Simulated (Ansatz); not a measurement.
`[O+]#[C][Ni-3]([C]#[O+])[C]#[O+]` at its PBE0-D4/def2-TZVP geometry, where that method's forces vanish. Charge 0, multiplicity 1.

| atom | x (Å) | y (Å) | z (Å) |
| --- | --- | --- | --- |
| O1 | 1.1633 | 2.5162 | -0.9541 |
| C2 | 0.7129 | 1.5428 | -0.5852 |
| Ni3 | -0.0004 | 0.0001 | -0.0002 |
| C4 | -0.3980 | -0.2026 | 1.7409 |
| O5 | -0.6487 | -0.3306 | 2.8397 |
| C6 | -0.3152 | -1.3401 | -1.1559 |
| O7 | -0.5140 | -2.1859 | -1.8851 |

Problem. For each bond, give half the difference of the two atoms' forces along it (eV/Å; positive pushes the atoms apart) under PBE-D4, r2SCAN-D4, B3LYP-D4, ωB97M-V in def2-TZVPP. (An estimate is asked.)

Solution. The calculation gave: 
| bond | length (Å) | PBE-D4 | r2SCAN-D4 | B3LYP-D4 | ωB97M-V |
| --- | --- | --- | --- | --- | --- |
| O1–C2 | 1.134 | 1.81 | 0.92 | 0.15 | -0.28 |
| C2–Ni3 | 1.797 | -0.88 | -0.49 | 0.01 | 0.21 |
| Ni3–C4 | 1.797 | -0.88 | -0.49 | 0.01 | 0.21 |
| Ni3–C6 | 1.797 | -0.88 | -0.49 | 0.01 | 0.21 |
| C4–O5 | 1.134 | 1.81 | 0.92 | 0.15 | -0.28 |
| C6–O7 | 1.134 | 1.81 | 0.92 | 0.15 | -0.28 |

B3LYP here is the variant with VWN-RPA as its local correlation; programs differ in this.

All numbers were calculated with Ansatz.
